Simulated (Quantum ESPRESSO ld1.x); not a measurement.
Problem. These are the eigenvalues of the occupied orbitals of an atom or ion with whole-number occupations (Ry). Calculated with ld1.x of Quantum ESPRESSO 7.5: scalar-relativistic Kohn-Sham, exchange-only LDA, spin-polarised, spherical densities, point nucleus.

| orbital | eigenvalue |
|---|---|
| 1s up | -291.942 |
| 1s down | -291.916 |
| 2s up | -32.8365 |
| 2s down | -32.8084 |
| 2p up | -27.0743 |
| 2p down | -27.0399 |
| 3s up | -5.74472 |
| 3s down | -5.62786 |
| 3p up | -4.31641 |
| 3p down | -4.20457 |

Which element is it, and in what charge state? The configuration may be excited. Open shells, if any, are filled with parallel spins first.

Solution. Z = 20, calcium, charge +3: Ca3+ in [Ne] 3s2 3p5. The list shows which subshells hold electrons but not how many an open one holds; the 1s level, -145.97 hartree, gives Z - s = 17.1 by -(Z - s)^2/2, which with screening and relativity narrows Z to a few neighbours, and the depths of the outer levels then fix element, charge and occupations together.
